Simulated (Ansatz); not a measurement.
Cost and result up the ladder for Be4O4H16 (24 atoms). Total charge 0; singlet. Geometry: r2SCAN-D4/def2-SVP.

```xyz
24

O     2.0655   -0.6046    0.3691
O    -1.4343    1.1546   -1.1722
O    -0.0712    1.3543    1.7092
O    -0.5592   -1.9046   -0.9060
Be    1.2073   -1.3731    1.4839
Be    0.8030    2.1274    0.6102
Be    0.3087   -1.1565   -2.0270
Be   -2.3191    0.4025   -0.0670
H     2.0083   -0.8911   -0.6087
H     2.2029    0.4048    0.4334
H    -0.8227    1.9252   -0.9015
H    -1.0190    0.6282   -1.9419
H     0.3138    0.5416    2.1916
H    -1.0775    1.2437    1.5791
H    -0.1062   -2.2767   -0.0702
H    -1.4990   -1.5765   -0.6814
H     0.9320   -0.6417    2.6304
H     0.6458   -2.5749    1.0771
H     2.1512    1.8000    0.5860
H     0.0768    2.8429   -0.3312
H    -0.3941   -0.2659   -2.8258
H     1.6834   -1.3057   -1.9117
H    -2.6928   -0.8949   -0.3873
H    -2.4034    1.0410    1.1620
```

Ansatz on 4 threads of Arm Neoverse V2 on a shared host. Times are rough, and most runs start from the orbitals of an earlier one. CAM-B3LYP-D4/def2-TZVP serves as the yardstick here, not as an exact answer. Differences are given only for rows in sets of like size (and for xTB, whose basis is part of the method), since another set adds its own error. Binding counts from free atoms at the same level (O triplet, Be singlet, H doublet; other spins of the atoms weren't run), without zero-point energy or a counterpoise term.

B3LYP takes the VWN-RPA correlation. Correlated methods freeze 4 core orbitals. The rows differ in basis, and correlated rows in double-zeta sets carry the largest basis error. In the singlet geometry the species has come apart into loosely held pieces.

Correlated methods converge slowly with the basis, most of all in double-zeta sets.

```tsv
level	functions	wall time	binding energy per atom (eV)	difference from CAM-B3LYP-D4/def2-TZVP (eV)
HF/STO-3G	56	0.25 s	2.70	–
HF/6-31G	104	0.55 s	2.07	–
B3LYP-D4/6-31G	104	1.9 s	2.99	–
PBE-D4/def2-SVP	172	2.2 s	3.09	–
PBE0-D4/def2-SVP	172	2.8 s	3.02	–
revPBE-D4/def2-TZVP	296	3.6 s	3.00	-0.08
PBE-D4/def2-TZVP (with forces)	296	4.5 s	3.06	-0.01
PBE0-D4/def2-TZVP	296	5.5 s	3.00	-0.08
CAM-B3LYP-D4/def2-TZVP	296	6 s	3.08	0.00
MP2/def2-TZVP	296	6 s	2.90	-0.18
r2SCAN-D4/def2-TZVP	296	6.5 s	3.06	-0.02
PBE-D4/def2-TZVPD	392	7 s	3.07	-0.01
B97M-V/def2-TZVP	296	18 s	3.04	-0.04
CCSD(T)/def2-SVP	172	2 min	2.79	–
```
